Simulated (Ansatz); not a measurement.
Geometry optimisation, Ansatz, RKS PBE0-D4/def2-SVP.

Input file:

```yaml
crystal:
  periodic: [false, false, false]
  atoms:
    - { symbol: Si, position_ang: [-0.7166, -0.1271, 0.1919] }
    - { symbol: S, position_ang: [1.0446, -1.934, 0.249] }
    - { symbol: H, position_ang: [-1.5635, -1.1073, -0.5359] }
    - { symbol: H, position_ang: [-1.4175, -0.0532, 1.4662] }
    - { symbol: C, position_ang: [-0.2937, 1.1, -1.1895] }
    - { symbol: H, position_ang: [1.8895, -0.6277, 1.1299] }
    - { symbol: Br, position_ang: [1.1312, 1.111, 1.7327] }
    - { symbol: H, position_ang: [0.6268, -2.4, 1.4191] }
    - { symbol: H, position_ang: [-1.1922, 1.6605, -1.4296] }
    - { symbol: H, position_ang: [0.4874, 1.8117, -0.945] }
    - { symbol: H, position_ang: [0.004, 0.5661, -2.0887] }
basis:
  gaussian: { orbitals: def2-SVP }
hamiltonian:
  xc: pbe0
  dispersion: d4
relax:
  f_tol: 0.15
  max_steps: 25
  restrain:
    - { distance: [0, 6], at: 3.61, k: 30.0 }
    - { distance: [5, 1], at: 2.66, k: 30.0 }
    - { distance: [0, 1], at: 2.16, k: 30.0 }
    - { distance: [5, 6], at: 1.51, k: 30.0 }
```

Command:

```bash
$ ansatz run input.yaml --threads 2 --pin off --max-ram 3072MiB --backend cpu --events-out ev --progress --plain --runs-dir out
```

**Question.** Where does it end, and by what steps?

**Answer.** The forces met the threshold. The restraints hold the end off the free minimum. After 9 steps the energy has fallen by 1.678 eV (the restraints' own energy left out); H6 moved furthest, 0.84 Å. Joined: H6–Br7 (1.99 → 1.48 Å).

```tsv
step	energy less start (eV)	largest force component (eV/Å)	accepted
0	0.0000	2.323	yes
1	-0.1850	2.206	yes
2	-0.5569	3.253	yes
3	-1.1371	2.142	yes
4	-1.5491	0.751	yes
5	-1.6379	0.737	yes
6	-1.6497	0.679	yes
7	-1.6650	0.789	yes
8	-1.6776	0.685	yes
9	-1.6777	0.774	yes
```

```xyz
11
Properties=species:S:1:pos:R:3
Si -0.765 -0.456 -0.012
S 0.879 -1.863 0.041
H -1.977 -1.153 -0.543
H -1.075 0.004 1.370
C -0.268 0.916 -1.180
H 1.847 0.108 1.529
Br 1.532 1.464 2.023
H 0.366 -2.620 1.036
H -1.091 1.645 -1.258
H 0.627 1.443 -0.822
H -0.076 0.511 -2.184
```

Run time: 28 s on 2 threads of Intel(R) Xeon(R) Platinum 8488C (Sapphire Rapids), on a shared host, peak memory 0.32 GiB.
